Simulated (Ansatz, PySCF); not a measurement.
CH3Cl, triplet, at the geometry of the source list (a higher spin typed on purpose: for a closed-shell molecule this is an excited state), atoms displaced at random by about 0.08 Å a coordinate. Base run: R2SCAN/def2-SVP, gradient run with PySCF.

PySCF was given this input:
```python
from pyscf import gto, scf, dft

mol = gto.M(
    atom='''
C    -0.23157436    0.04089890   -0.00692465
Cl    1.66664859    0.12358669    0.03894807
H    -0.40947291   -0.62935918   -0.77177460
H    -0.57131393   -0.40318717    0.93741881
H    -0.45569468    1.03819647   -0.15051964
''',
    basis='def2-svp',
    spin=2,
    verbose=3,
)

mf = dft.UKS(mol)
mf.xc = 'r2scan'
mf.kernel()
g = mf.nuc_grad_method()
grad = g.kernel()
```

Programs used: Ansatz (a quantum-chemistry and plane-wave program), PySCF; a row that names a program was run with it.

The coordinate followed is z of atom 1.

Variants of this job, named by their change:

```tsv
change	dE/dx (Eh/bohr)	net force (Eh/bohr)
base	-0.035165	0.000360
finite difference step (bohr) = 1e-3; conv_tol = 1e-11	-0.035199	-
finite difference step (bohr) = 1e-4; conv_tol = 1e-11	-0.035198	-
density fitting = on	-0.035159	0.000360
finite difference step (bohr) = 0.01; conv_tol = 1e-11	-0.035307	-
finite difference step (bohr) = 0.2; conv_tol = 1e-11	-0.039303	-
code = ansatz	-0.035240	0.000000
grids.level = 1; grid_response = off	-0.035607	0.002089
finite difference step (bohr) = 0.05; conv_tol = 1e-11	-0.037097	-
grids.level = 1; grid_response = on	-0.035074	0.000000
conv_tol = 1e-11	-0.035165	0.000360
grids.level = 0; grid_response = on	-0.035649	0.000000
```

The net force is zero for an exact gradient.

Open shells are given as the SCF converged; they aren't shown to be the lowest states, and a large step between rows can be another state.
